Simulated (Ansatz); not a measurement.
Start from `O[SiH](O)N[SiH3]` and change one atom or group to get `N[SiH2][SiH](O)O`.

Ansatz, PBE0-D4/def2-TZVP geometries, multiplicity 1. Each molecule was computed in one conformer, which needn't be the lowest.

```
                                        property  `O[SiH](O)N[SiH3]`
  size of the dipole moment (PBE/def2-TZVPP) / D                0.78
               HOMO energy (PBE/def2-TZVPP) / eV               -6.27
           HOMO–LUMO gap (B3LYP/def2-TZVPP) / eV                7.51
            HOMO–LUMO gap (PBE0/def2-TZVPP) / eV                8.03
size of the dipole moment (B3LYP/def2-TZVPP) / D                0.72
           LUMO energy (ωB97M-V/def2-TZVPP) / eV                1.88
```

Q: Give the same properties after the change, and the shifts. (Best estimate.)

A: The calculation gave: 
```csv
property,`N[SiH2][SiH](O)O`,shift
size of the dipole moment (PBE/def2-TZVPP) / D,1.79,1.01
HOMO energy (PBE/def2-TZVPP) / eV,-5.94,0.33
HOMO–LUMO gap (B3LYP/def2-TZVPP) / eV,6.52,-0.99
HOMO–LUMO gap (PBE0/def2-TZVPP) / eV,6.95,-1.08
size of the dipole moment (B3LYP/def2-TZVPP) / D,1.71,0.99
LUMO energy (ωB97M-V/def2-TZVPP) / eV,1.32,-0.56
```

With PBE0 the HOMO rises by 0.38 eV and the LUMO falls by 0.70 eV, so the gap narrows by about 1.08 eV. PBE moves the HOMO by 0.33 eV and ωB97M-V by 0.51 eV. Dipoles are sizes alone; their direction can turn.

Positive LUMOs are unbound, so they and the gaps depend on the basis.

B3LYP here is the variant with VWN-RPA as its local correlation; programs differ in this.
